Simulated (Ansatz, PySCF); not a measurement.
System: sum formula LiNH3F, net charge 0, singlet state. 
Coordinates optimised at B3LYP-D3(BJ)/def2-TZVP (Ansatz, an electronic-structure program):
```
N
H 1 1.0158
H 1 1.0158 2 106.65
H 1 1.0158 2 106.65 3 -113.69
Li 1 2.0489 2 112.16 4 -123.16
F 5 1.5909 3 158.85 1 -180.00
```

Wanted: atomisation energy (electronic, to ground-state atoms), in eV. Valence correlation only, unless marked. UHF or UKS for open shells. No spin-orbit coupling. No relativistic terms. The coupled-cluster limit lacks core correlation, which all-electron functionals hold. CBS(X,Y): correlation extrapolated as X^-3; Hartree-Fock from the larger set.

```csv
level,program,atomisation energy (eV)
BLYP/def2-TZVPD,Ansatz,(withheld)
BP86-D4/def2-TZVPD,PySCF + dftd4,(withheld)
TPSS-D4/def2-TZVPD,PySCF + dftd4,19.70
B3LYP/def2-TZVPD,Ansatz,19.74
PBE0/STO-3G,Ansatz,20.10
PBE0/6-31G*,Ansatz,19.04
PBE0-D3(BJ)/def2-TZVPD,Ansatz + dftd3,(withheld)
PBE0/def2-QZVPP,Ansatz,19.36
r2SCANh-D4/def2-TZVPD,Ansatz + dftd4,19.19
r2SCAN0/def2-TZVPD,Ansatz,18.93
MN15-D3(BJ)/def2-TZVPD,PySCF + dftd3,19.83
SCS-MP2/STO-3G,Ansatz,16.00
SCS-MP2/def2-QZVPP,Ansatz,19.84
"CCSD(T)/CBS(def2-TZVPP,def2-QZVPP)",Ansatz,19.74
```

**Question.** Complete the blanks.

**Answer.** 
- BLYP/def2-TZVPD, atomisation energy (eV): 19.89
- BP86-D4/def2-TZVPD, atomisation energy (eV): 20.25
- PBE0-D3(BJ)/def2-TZVPD, atomisation energy (eV): 19.33
